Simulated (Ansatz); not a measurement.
A nudged elastic band was laid between two geometries of C2H3FSi (7 atoms, charge 0, multiplicity 1).

The calculation used Ansatz, RKS r2SCAN-D4/def2-SVP.

```yaml
movable_images: 9
climbing_image: yes
spring: 5.0 eV/Å²
optimiser: quadratic models (default)
start_path: IDPP
force_threshold: 0.05 eV/Å
iteration_limit: 60
end_points: relaxed
```

First end point:

```xyz
7
Properties=species:S:1:pos:R:3
C -1.012 1.184 -0.028
C -0.151 0.185 -0.022
Si 0.968 -1.063 0.048
F 0.556 -2.628 -0.042
H -1.343 1.669 -0.961
H -1.450 1.591 0.897
H 2.431 -0.936 0.109
```

Last end point:

```xyz
7
Properties=species:S:1:pos:R:3
C -1.011 1.184 -0.029
C -0.149 0.186 -0.037
Si 0.966 -1.064 0.065
F 0.558 -2.627 -0.068
H -1.462 1.569 0.899
H -1.329 1.690 -0.955
H 2.429 -0.937 0.126
```

Which bonds break or form, and what moves?

No bond is made or broken.  The two ends are copies of one structure, up to a mirror image or an exchange of like atoms.

What energy profile does the band end with?

The run converged. The highest image is number 5 of 0 to 10, 1.22 eV above the ends, which have the same energy within 2 meV. A vibrational analysis at the climbing image gives one clearly imaginary mode, 696i cm⁻¹: a first-order saddle point.

```
image  path coordinate (Å)  energy (eV)
    0                 0.00         0.00
    1                 0.40         0.03
    2                 0.81         0.18
    3                 1.21         0.49
    4                 1.62         0.92
    5                 2.02         1.22
    6                 2.41         0.94
    7                 2.80         0.52
    8                 3.19         0.21
    9                 3.58         0.04
   10                 3.97         0.00
```

What is the geometry of the highest image?


```xyz
7
Properties=species:S:1:pos:R:3:forces:R:3
C -0.974 1.149 0.110 0.00 0.00 0.00
C 0.187 0.524 0.403 0.00 0.00 0.00
Si 0.907 -0.980 -0.051 0.00 0.00 0.00
F 0.609 -2.301 -0.972 0.00 0.01 0.00
H -1.774 0.775 -0.552 0.00 0.00 0.00
H -1.193 2.138 0.552 0.00 0.00 0.00
H 2.237 -1.304 0.511 0.00 0.00 0.00
```

What are the harmonic wavenumbers there?

696i, 144, 245, 348, 642, 682, 873, 917, 1023, 1053, 1439, 1643, 2300, 3027, 3094 cm⁻¹.

The run took 4.1 min on 1 thread of AMD EPYC 9R45 96-Core Processor (Zen 5), on a shared host, peak memory 0.16 GiB.
